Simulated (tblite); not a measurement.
Species: C5H10BFS.
Numbering: `[CH:1]#[C:2][CH2:3][B@@H-:4]([F:5])[S+:6]([CH3:7])[CH3:8]` (hydrogens: H9 on C1; H10, H11 on C3; H12 on B4; H13, H14, H15 on C7; H16, H17, H18 on C8)
Bond orders are those of one Lewis drawing.

Computed with GFN2-xTB (tblite), gas phase: L-BFGS steps from a force-field or distance-geometry start until the largest atomic force falls under 0.01 eV/Å.

Step 16: E = -679.6312 eV
```
atom  x, y, z in Å  |  force x, y, z in eV/Å
C1      3.5163    0.8995   -0.7316   -0.041  -0.019   0.010
C2      2.7351   -0.0066   -0.6909    0.040   0.065  -0.034
C3      1.7936   -1.0968   -0.5730    0.013  -0.012  -0.003
B4      0.5537   -0.7720    0.4121   -0.042   0.031  -0.042
F5      0.6888    0.2432    1.2948   -0.008   0.013  -0.005
S6     -0.9773    0.1049   -0.9919    0.016  -0.034   0.050
C7     -2.4132   -0.8525   -0.4149   -0.041  -0.011  -0.027
C8     -1.3810    1.7532   -0.3200    0.014  -0.008  -0.011
H9      4.2044    1.6889   -0.7633    0.013   0.032  -0.036
H10     1.4331   -1.3783   -1.5671   -0.004   0.056  -0.024
H11     2.3475   -1.9639   -0.2014   -0.031  -0.033   0.106
H12    -0.0889   -1.6769    0.8251   -0.012  -0.023  -0.004
H13    -2.1789   -1.8969   -0.5939   -0.027   0.001   0.000
H14    -3.2870   -0.5676   -0.9922   -0.019   0.034  -0.010
H15    -2.5799   -0.6887    0.6446    0.068   0.016   0.009
H16    -1.2388    2.4727   -1.1205    0.064  -0.005   0.020
H17    -2.4177    1.7649   -0.0033    0.010  -0.035   0.022
H18    -0.7184    1.9793    0.5111   -0.014  -0.069  -0.021
```

Step 17: E = -679.6329 eV
```
atom  x, y, z in Å  |  force x, y, z in eV/Å
C1      3.5165    0.9005   -0.7316   -0.042  -0.015   0.007
C2      2.7341   -0.0046   -0.6876    0.046   0.050  -0.033
C3      1.7932   -1.0970   -0.5700    0.031   0.017  -0.014
B4      0.5523   -0.7718    0.4145   -0.012   0.026  -0.084
F5      0.6864    0.2466    1.2929   -0.019   0.001   0.002
S6     -0.9807    0.1049   -0.9972    0.072  -0.072   0.026
C7     -2.4136   -0.8515   -0.4169   -0.049  -0.016  -0.015
C8     -1.3795    1.7495   -0.3206    0.008   0.004  -0.003
H9      4.2041    1.6913   -0.7685   -0.008   0.008  -0.029
H10     1.4340   -1.3752   -1.5661   -0.001   0.049  -0.001
H11     2.3475   -1.9650   -0.1990   -0.043  -0.010   0.094
H12    -0.0891   -1.6781    0.8243   -0.026  -0.015   0.013
H13    -2.1839   -1.8965   -0.5947   -0.011  -0.013  -0.006
H14    -3.2895   -0.5665   -0.9898   -0.042   0.045  -0.023
H15    -2.5733   -0.6854    0.6426    0.050   0.013   0.038
H16    -1.2348    2.4724   -1.1162    0.062   0.014  -0.009
H17    -2.4150    1.7619   -0.0032   -0.026  -0.026   0.027
H18    -0.7173    1.9708    0.5108    0.010  -0.060   0.010
```

**Question.** Estimate the geometry and energy of step 18. (The exact step hangs on the optimiser's Hessian estimate; all steps are aligned on step 17, rigid shifts and turns removed.)

**Answer.** E = -679.6350 eV, largest force 0.153 eV/Å
```
atom  x, y, z in Å  |  force x, y, z in eV/Å
C1      3.5165    0.9020   -0.7312   -0.025   0.009  -0.001
C2      2.7327   -0.0016   -0.6837    0.041   0.004  -0.033
C3      1.7929   -1.0966   -0.5671    0.041   0.049  -0.018
B4      0.5494   -0.7699    0.4145    0.013   0.010  -0.102
F5      0.6839    0.2504    1.2910   -0.037  -0.015   0.001
S6     -0.9829    0.1033   -1.0017    0.116  -0.100  -0.007
C7     -2.4149   -0.8509   -0.4195   -0.044  -0.013   0.007
C8     -1.3772    1.7449   -0.3210    0.001   0.008   0.005
H9      4.2035    1.6941   -0.7756   -0.031  -0.017  -0.018
H10     1.4351   -1.3708   -1.5655    0.012   0.034   0.023
H11     2.3449   -1.9662   -0.1932   -0.053   0.028   0.065
H12    -0.0885   -1.6797    0.8224   -0.038   0.005   0.025
H13    -2.1905   -1.8970   -0.5958    0.000  -0.020  -0.013
H14    -3.2927   -0.5637   -0.9873   -0.053   0.050  -0.028
H15    -2.5645   -0.6811    0.6404    0.020   0.002   0.057
H16    -1.2287    2.4713   -1.1117    0.055   0.027  -0.031
H17    -2.4118    1.7578   -0.0028   -0.053  -0.015   0.024
H18    -0.7160    1.9600    0.5112    0.036  -0.046   0.043
```

The energy changes by -0.0021 eV. The first-order estimate −F·Δx gives -0.0028 eV and the mean of the old and new forces, exact on a quadratic surface, -0.0021 eV. The step makes an angle of 65° with the force vector and moves no atom by more than 0.011 Å.

What follows is the cost of the whole relaxation. On one thread, Arm Neoverse N1 (aarch64), shared host with 64 logical CPUs at a one-minute load of 55, this took 2.8 s.
